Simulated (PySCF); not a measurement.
HCl, charge +1, doublet, geometry from GFN2-xTB (a state made from the parent by changing its charge; the spin is typed, not shown lowest). Base run: MP2/6-311G** (PySCF).

The PySCF input:
```python
from pyscf import gto, scf, mp

mol = gto.Mole()
mol.atom = '''
    Cl   -0.000000   -0.000000   -0.073934
    H     0.000000    0.000000    1.256873
'''
mol.basis = '6-311g**'
mol.charge = 1
mol.spin = 1
mol.verbose = 4
mol.build()

mf = scf.UHF(mol)
mf.kernel()

pt = mp.MP2(mf, frozen=5)
pt.kernel()
print('E(MP2) = %.10f' % pt.e_tot)
```

Each row names what was changed in the base input (with any setting that the change needs).

```json
[
 {"change": "base", "basis functions": "32", "E (Eh)": "-459.78978", "MP2 correlation (Eh)": "-0.12215", "SCF-reference HOMO (eV)": "-22.84"},
 {"change": "basis = pcseg-0", "basis functions": "15", "E (Eh)": "-459.10245", "MP2 correlation (Eh)": "-0.04082", "SCF-reference HOMO (eV)": "-23.15"},
 {"change": "basis = 6-31G*", "basis functions": "20", "E (Eh)": "-459.73872", "MP2 correlation (Eh)": "-0.10714", "SCF-reference HOMO (eV)": "-22.87"},
 {"change": "basis = def2-SVP", "basis functions": "23", "E (Eh)": "___", "MP2 correlation (Eh)": "___", "SCF-reference HOMO (eV)": "___"},
 {"change": "basis = cc-pVDZ", "basis functions": "23", "E (Eh)": "-459.78216", "MP2 correlation (Eh)": "-0.11727", "SCF-reference HOMO (eV)": "-22.90"},
 {"change": "basis = cc-pV(D+d)Z", "basis functions": "28", "E (Eh)": "-459.78708", "MP2 correlation (Eh)": "-0.11987", "SCF-reference HOMO (eV)": "-22.90"},
 {"change": "basis = aug-pcseg-1", "basis functions": "___", "E (Eh)": "___", "MP2 correlation (Eh)": "___", "SCF-reference HOMO (eV)": "___"},
 {"change": "basis = 6-311++G**", "basis functions": "37", "E (Eh)": "-459.79190", "MP2 correlation (Eh)": "-0.12220", "SCF-reference HOMO (eV)": "-22.84"},
 {"change": "basis = pc-2", "basis functions": "48", "E (Eh)": "___", "MP2 correlation (Eh)": "___", "SCF-reference HOMO (eV)": "-22.95"},
 {"change": "basis = cc-pVTZ", "basis functions": "48", "E (Eh)": "-459.84423", "MP2 correlation (Eh)": "-0.16087", "SCF-reference HOMO (eV)": "-22.95"},
 {"change": "basis = cc-pV(T+d)Z", "basis functions": "53", "E (Eh)": "-459.84573", "MP2 correlation (Eh)": "-0.16121", "SCF-reference HOMO (eV)": "-22.95"},
 {"change": "basis = def2-TZVPP", "basis functions": "___", "E (Eh)": "___", "MP2 correlation (Eh)": "___", "SCF-reference HOMO (eV)": "-22.95"},
 {"change": "basis = cc-pVQZ", "basis functions": "89", "E (Eh)": "-459.86375", "MP2 correlation (Eh)": "-0.17588", "SCF-reference HOMO (eV)": "-22.95"}
]
```

What belongs in the gaps?


- basis = def2-SVP, E (Eh): -459.63409
- basis = def2-SVP, MP2 correlation (Eh): -0.11848
- basis = def2-SVP, SCF-reference HOMO (eV): -22.96
- basis = aug-pcseg-1, basis functions: 36
- basis = aug-pcseg-1, E (Eh): -459.74575
- basis = aug-pcseg-1, MP2 correlation (Eh): -0.11689
- basis = aug-pcseg-1, SCF-reference HOMO (eV): -22.86
- basis = pc-2, E (Eh): -459.83110
- basis = pc-2, MP2 correlation (Eh): -0.15355
- basis = def2-TZVPP, basis functions: 56
- basis = def2-TZVPP, E (Eh): -459.83722
- basis = def2-TZVPP, MP2 correlation (Eh): -0.16136

Totals compare only among sets that treat the same electrons; sets with core potentials leave the core out.

Open shells are given as the SCF converged; they aren't shown to be the lowest states, and a large step between rows can be another state.
